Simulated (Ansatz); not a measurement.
Frontier orbitals of `[Cl][Hf]([SeH])([SeH])[SeH]`.

```xyz
8

Cl   -0.7911   -1.7253    2.1949
Hf   -0.0683   -0.2266    0.5742
Se    1.1256    1.7606    1.6391
Se   -2.0558    0.5686   -0.8307
Se    1.6794   -1.2606   -0.9728
H     0.4944    2.5907    0.5972
H    -1.1075    0.6449   -1.9570
H     0.7234   -2.3523   -1.2449
```

Charge 0, multiplicity 1. Correlated methods include outer-core shells of Hf, Se, which these sets cover unevenly. Scalar relativity is left out up to krypton. Hf takes the def2 core potential. The geometry is a stationary point of PBE0-D4/def2-TZVP. It is one conformer, not always the lowest. Basis def2-TZVPP, Ansatz 0.2.0.

Orbital energies of one run (eV). Highest occupied ones, from the top: -7.11, -7.36, -7.53, -8.14, -8.16, -8.84, -9.61, -9.62, -10.58, -10.84, -10.87, -10.97, -19.04, -19.08. Empty: -2.58, -2.49, -1.95, -1.81, -1.66, -0.96.

(1) Which functional gave them?
A. r2SCAN0
B. ωB97X-V
C. HSE06 (plane-wave form)
D. r2SCAN

Results:

(1) C. HOMO energies: HSE06 -7.11, ωB97X-V -9.73, r2SCAN0 -7.70, r2SCAN -6.69 eV.
